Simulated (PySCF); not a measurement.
# TlCl⁺ at UHF-MP2

Level: UHF-MP2. Tl def2-SVPD with ECP60, Cl def2-SVPD; scalar-relativistic core potentials (PySCF 2.14).

| Item | Value |
| --- | --- |
| state | ²Π (doublet), unpaired electrons π ↑ |
| bond length | 3.341 Å |
| harmonic wavenumber | 80.5 cm⁻¹ |
| force constant | 0.114 mdyn/Å |
| rotational constant Be | 0.05056 cm⁻¹ |
| anharmonicity ωexe | 1.03 cm⁻¹ |
| vibration–rotation constant αe | 0.000686 cm⁻¹ |

Correlated steps freeze 9 core orbitals. These are scalar-relativistic numbers at best; spin–orbit coupling would shift them, the dissociation energy most. The state is the lowest determinant that a PBE0 search found; another state may lie lower at other levels.
